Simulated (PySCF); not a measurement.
Compound: C7H7F.
SMILES with atom numbers: `[CH:1]#[C:2][C@@H:3]1[CH:4]=[CH:5][C@H:6]([F:7])[CH2:8]1` (hydrogens: H9 on C1; H10 on C3; H11 on C4; H12 on C5; H13 on C6; H14, H15 on C8)

Method: PySCF, PBE0-D3(BJ)/def2-SVP geometry optimisation, gas phase; density fitting, grid level 1; the optimiser is geomeTRIC in internal coordinates, started from a GFN2-xTB structure.

The end geometry, which sets the zero of energy:
```
atom  x, y, z in Å
C1      3.0232   -0.8626    0.2319
C2      1.8313   -0.7382    0.4051
C3      0.3944   -0.5861    0.6079
C4     -0.4657   -1.4268   -0.3128
C5     -1.5280   -0.7487   -0.7498
C6     -1.5584    0.6427   -0.1921
F7     -1.8612    1.5884   -1.1482
C8     -0.1450    0.8396    0.3528
H9      4.0797   -0.9710    0.0712
H10     0.1761   -0.8803    1.6533
H11    -0.2308   -2.4699   -0.5341
H12    -2.3232   -1.1402   -1.3879
H13    -2.3321    0.7348    0.5941
H14    -0.0893    1.4884    1.2369
H15     0.4384    1.3057   -0.4551
```

Task: These geometries come from the run, each turned onto the end geometry. Order them by energy, lowest first.
A.
```
atom  x, y, z in Å
C1      2.9523   -0.8302    0.0928
C2      1.7929   -0.7287    0.3698
C3      0.3807   -0.6011    0.6734
C4     -0.4755   -1.4483   -0.2337
C5     -1.4980   -0.7761   -0.7309
C6     -1.5165    0.6458   -0.2487
F7     -1.6687    1.5386   -1.2947
C8     -0.1579    0.8289    0.4406
H9      3.9715   -0.9188   -0.1388
H10     0.2238   -0.9088    1.7157
H11    -0.2397   -2.4827   -0.4115
H12    -2.2561   -1.1449   -1.3980
H13    -2.3686    0.8394    0.4183
H14    -0.2320    1.3990    1.3642
H15     0.5010    1.3634   -0.2452
```
B.
```
atom  x, y, z in Å
C1      2.9980   -0.8478    0.1467
C2      1.8195   -0.7364    0.3979
C3      0.3895   -0.5930    0.6486
C4     -0.4743   -1.4389   -0.2602
C5     -1.5107   -0.7560   -0.7469
C6     -1.5387    0.6501   -0.2335
F7     -1.7454    1.5699   -1.2409
C8     -0.1627    0.8332    0.4089
H9      4.0475   -0.9483   -0.0705
H10     0.2018   -0.8950    1.6987
H11    -0.2482   -2.4909   -0.4545
H12    -2.2882   -1.1547   -1.4047
H13    -2.3666    0.7925    0.4887
H14    -0.1799    1.4395    1.3252
H15     0.4676    1.3514   -0.3303
```
C.
```
atom  x, y, z in Å
C1      3.0225   -0.8539    0.1959
C2      1.8317   -0.7338    0.3818
C3      0.3964   -0.5906    0.6120
C4     -0.4706   -1.4347   -0.2984
C5     -1.5288   -0.7542   -0.7415
C6     -1.5519    0.6482   -0.2120
F7     -1.7996    1.5773   -1.2022
C8     -0.1536    0.8365    0.3789
H9      4.0783   -0.9592    0.0366
H10     0.2042   -0.8942    1.6583
H11    -0.2479   -2.4837   -0.5006
H12    -2.3290   -1.1499   -1.3689
H13    -2.3530    0.7752    0.5391
H14    -0.1363    1.4536    1.2862
H15     0.4468    1.3391   -0.3920
```

Result: C (0.002 eV), B (0.006 eV), A (0.070 eV).

In the order of the answer:

| step | E above end (eV) | largest force (eV/Å) | rms force component (eV/Å) | rms distance from end (Å) | rms bond change (Å) | bond most changed (Å) |
| --- | --- | --- | --- | --- | --- | --- |
| 4 | 0.002 | 0.11 | 0.033 | 0.045 | 0.001 | C6–C8 +0.002 |
| 1 | 0.006 | 0.18 | 0.049 | 0.092 | 0.002 | C3–C8 +0.003 |
| 0 | 0.070 | 1.20 | 0.350 | 0.151 | 0.012 | C1–H9 -0.025 |

What follows is the cost of the whole optimisation. The run took 71 s of wall time on an Arm Neoverse V1 with one thread, no GPU, shared host with 32 logical CPUs at a one-minute load of 31, and the process peaked at 0.73 GiB of memory.
